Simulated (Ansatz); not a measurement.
Reaction (substitution at a C–S bond): `SC1CO1` + `O[SiH3]` → `[SiH3]OC1CO1` + H₂S

Calculated with Ansatz (gas phase, PBE0-D4/def2-TZVP geometries, no zero-point term in ΔE). CCSD(T)/CBS adds triple-zeta CCSD(T) − MP2 to the extrapolated MP2 energy (def2 sets, frozen cores). This one scheme is used for every species. DFT in def2-TZVPP. B3LYP here is the variant with VWN-RPA as its local correlation; programs differ in this. One conformer a species, not always the lowest.

```csv
level,ΔE (kcal/mol),difference from CCSD(T)/CBS
PBE-D4,1.4,0.3
r2SCAN-D4,0.5,-0.6
PBE0-D4,0.7,-0.4
B3LYP-D4,0.0,-1.1
ωB97X-V,-0.5,-1.6
ωB97M-V,-0.1,-1.2
B2PLYP,0.9,-0.2
PBE,1.9,0.8
r2SCAN,0.7,-0.4
PBE0,1.2,0.1
B3LYP,0.8,-0.3
HF/def2-TZVPP,-1.8,-2.9
MP2/def2-TZVPP,1.7,0.6
SCS-MP2/def2-TZVPP,1.0,-0.1
CCSD/def2-TZVPP,-0.4,-1.5
CCSD(T)/def2-TZVPP,-0.1,-1.2
HF/def2-QZVPP,-1.7,-2.8
MP2/def2-QZVPP,2.4,1.3
SCS-MP2/def2-QZVPP,1.7,0.6
HF/CBS(def2),-1.7,-2.8
MP2/CBS(def2),2.8,1.7
CCSD/CBS(def2),0.8,-0.3
CCSD(T)/CBS,1.1,0
```

Largest T1 diagnostic among the species: 0.012.

The D4 term adds −0.8 kcal/mol with B3LYP and −0.5 kcal/mol with PBE0; it sums over pairs of atoms, weighted by their polarisabilities, and B3LYP, whose exchange is more repulsive, gets the larger term. In def2-TZVPP, CCSD(T) changes the Hartree–Fock value by +1.7 kcal/mol (the triples alone add +0.3 kcal/mol) and MP2 by +3.5 kcal/mol.
